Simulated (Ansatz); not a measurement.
Gas-phase electronic energies from Ansatz, PBE0-D4/def2-TZVP geometries. CCSD(T)/CBS adds triple-zeta CCSD(T) − MP2 to the extrapolated MP2 energy (def2 sets, frozen cores). DFT in def2-TZVPP. B3LYP here is the variant with VWN-RPA as its local correlation; programs differ in this. For Mg outer-core shells are correlated without core-valence functions, which leaves a few kJ/mol of doubt a bond. One conformer a species, not always the lowest.

`CC(S)N[SiH3]` + `[OH][Mg][SH]` → `[SiH3][O][Mg][SH]` + `CC(N)S`  (ligand exchange at the Si–N bond)

Problem. Is it downhill or uphill in electronic energy at CCSD(T)/CBS, and by how much? (Estimate.)

Solution. Ansatz gave: Downhill: ΔE = -16.3 kcal/mol.

Problem. What do these levels give: PBE-D4, PBE0-D4, ωB97X-V, ωB97M-V, r2SCAN, PBE0, B3LYP, HF/def2-TZVPP, MP2/def2-TZVPP, SCS-MP2/def2-TZVPP, CCSD(T)/def2-TZVPP, HF/def2-QZVPP? (An estimate is asked.)

Solution. The calculation gave: PBE-D4 -13.4, PBE0-D4 -14.4, ωB97X-V -15.5, ωB97M-V -15.3, r2SCAN -15.7, PBE0 -15.5, B3LYP -16.7, HF/def2-TZVPP -20.2, MP2/def2-TZVPP -15.5, SCS-MP2/def2-TZVPP -16.7, CCSD(T)/def2-TZVPP -16.3, HF/def2-QZVPP -20.5 kcal/mol.

Largest T1 diagnostic among the species: 0.011.

In def2-TZVPP, CCSD(T) changes the Hartree–Fock value by +3.9 kcal/mol (the triples alone add +0.6 kcal/mol) and MP2 by +4.7 kcal/mol. The D4 term adds +1.9 kcal/mol with B3LYP and +1.1 kcal/mol with PBE0; it sums over pairs of atoms, weighted by their polarisabilities, and B3LYP, whose exchange is more repulsive, gets the larger term. From PBE to PBE0 (25 % exact exchange), in def2-TZVPP and without D4, ΔE moves by −1.0 kcal/mol.
